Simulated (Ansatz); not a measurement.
Basis-set extrapolation for `F[Si]1(F)C=C1` (PBE0-D4/def2-TZVP geometry, frozen core, Ansatz 0.2.0). Multiplicity 1, RHF reference.

```json
{"": "HF", "def2-TZVPP": "-564.911952", "def2-QZVPP": "-564.934091"}
{"": "MP2 correlation", "def2-TZVPP": "-0.911664", "def2-QZVPP": "-0.989753"}
{"": "CCSD(T) correlation", "def2-TZVPP": "-0.962989", "def2-QZVPP": "not run"}
```

Energies in hartree. Use E(X) = E(∞) + A·exp(−7.88·√X) for Hartree–Fock and E(X) = E(∞) + B·X^(−2.97) for correlation, with X = 3 and 4, and add CCSD(T) minus MP2 of the smaller set to the MP2 limit.

Problem. What is the CCSD(T) energy at the basis-set limit?

Solution. HF limit: -564.934091 + (-0.022139) × 0.13774 = -564.93714. MP2 limit: -0.989753 + (-0.078089) × 0.74074 = -1.04760. Higher-order term: -0.962989 − (-0.911664) = -0.05132. Total: -566.03606 hartree, 423.0 kJ/mol below CCSD(T)/def2-TZVPP.
